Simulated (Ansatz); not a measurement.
The cluster Nb₃⁻. The state is a quintet with charge -1. Geometry PBE0-D4/def2-TZVPD; atoms count from 1.

```tsv
atom	x (Å)	y (Å)	z (Å)
Nb1	-0.971	-0.561	0.756
Nb2	-0.312	0.969	-0.891
Nb3	1.283	-0.407	0.135
```

In the def2 sets Nb takes a core potential; there is no spin–orbit coupling. At PBE0-D4/def2-TZVPD a triplet of charge -1 lies 0.13 eV below the quintet, each at its own geometry. That triplet is doubtful there (⟨S²⟩ 2.37, where a pure state has 2.00). The structure comes from a short search, and lower isomers may exist.

Problem. Estimate the Mulliken populations from the PBE0/def2-TZVPD orbitals of Ansatz.

Solution. 
| atom | charge (e) | spin (α − β) | d electrons |
| --- | --- | --- | --- |
| Nb1 | -0.33 | 1.33 | 3.84 |
| Nb2 | -0.33 | 1.33 | 3.84 |
| Nb3 | -0.33 | 1.33 | 3.84 |
Mulliken values and Mayer orders depend strongly on the basis. With diffuse functions, as here, like atoms can get unlike values, and bond orders can come out too low or too high.

Problem. Where does the spin sit?

Solution. Summed by element: Nb 4.00, of 4 unpaired in all. Largest on single atoms: Nb1 1.33, Nb3 1.33, Nb2 1.33.

Problem. And the Mayer bond orders between bonded heavy atoms (over 0.3)?

Solution. Nb1–Nb2 3.08 (2.34 Å); Nb1–Nb3 3.08 (2.34 Å); Nb2–Nb3 3.08 (2.34 Å).
